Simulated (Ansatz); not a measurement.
The Te1–H2 bond of GeH4Te (SMILES [GeH3][TeH]) is stretched (multiplicity 1, the rest rigid).
Geometry at rest (charge 0, multiplicity 1):
```xyz
6

Te    -0.099     0.807     0.654
H      0.262     1.871    -0.571
Ge     0.136    -1.217    -0.932
H      1.560    -1.295    -1.503
H     -0.153    -2.451    -0.063
H     -0.883    -1.128    -2.079
```

Cores are frozen in the correlated methods. Filled d and f shells under p-block atoms count as core.

The values were computed with Ansatz (an electronic-structure program) with Gaussian orbitals.  In def2 rows elements past Kr take small-core potentials, without spin–orbit coupling.

FIC-MRCISD+Q on CASSCF(2,2)/def2-TZVPP, total energies (hartree):

```json
[
 {"R (Å)": "1.663", "CASSCF": "-2344.726848", "MRCISD": "-2344.985369", "weight c² of the reference": "0.88466"},
 {"R (Å)": "2.910", "CASSCF": "-2344.643018", "MRCISD": "-2344.891267", "weight c² of the reference": "0.88471"},
 {"R (Å)": "5.321", "CASSCF": "-2344.627273", "MRCISD": "-2344.873021", "weight c² of the reference": "0.88552"}
]
```

Question: Add the Davidson correction (E_MRCISD − E_CASSCF)(1 − c²)/c² and give the energies above the first point at the three levels.

Answer: 
Corrections (hartree): -0.033704, -0.032350, -0.031769. Above the first point (kcal/mol):
- R = 2.910 Å: CASSCF 52.6, MRCISD 59.0, with the correction 59.9
- R = 5.321 Å: CASSCF 62.5, MRCISD 70.5, with the correction 71.7
